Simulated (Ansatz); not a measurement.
The cluster Ag₃H₃⁻, relaxed as a doublet with UKS PBE-D4/def2-TZVPD in Ansatz, starting from the GFN1-xTB geometry. Force threshold 0.02 eV/Å.

In the def2 sets Ag takes a core potential; there is no spin–orbit coupling. Another isomer (doublet) lies 0.84 eV lower at PBE0-D4/def2-TZVPD; other spin states weren't run for this one.

Start:

```
atom   x (Å)   y (Å)   z (Å)
 Ag1   0.354   0.797   1.280
 Ag2   1.078  -0.212  -1.131
 Ag3  -1.432  -0.622  -0.190
  H4  -2.918  -1.222  -0.307
  H5   2.215  -0.378  -2.254
  H6   0.703   1.638   2.602
```

```tsv
step	energy (eV)	largest force component (eV/Å)	SCF passes
1	-12050.9257	0.748	18
2	-12051.0323	0.295	22
3	-12051.0448	0.050	21
4	-12051.0459	0.011	22
5	-12051.0463	0.015	20
6	-12051.0509	0.043	20
7	-12051.0873	0.060	24
8	-12051.0895	0.012	19
9 (rejected)	-12051.0495	0.347	21
10	-12051.0896	0.004	20
```

Force components are those of the run's own axes.

End:

```xyz
6

Ag    0.1295    0.7850    1.3965
Ag    1.2554   -0.0718   -1.0011
Ag   -1.3851   -0.7133   -0.3954
H    -2.9706   -1.2115   -0.2456
H     2.1310   -0.4729   -2.3637
H     0.8398    1.6845    2.6093
```

By distances, no bond broke or formed. The bond that changes most is Ag1–Ag2, from 2.71 to 2.78 Å (atoms count from 1).

The force fell under the threshold at step 4, but the optimiser went on and released 0.044 eV more. No frequencies were taken in this run, so the end may be a saddle point.

It took 19 s on 4 threads of Arm Neoverse V1 on a shared host.
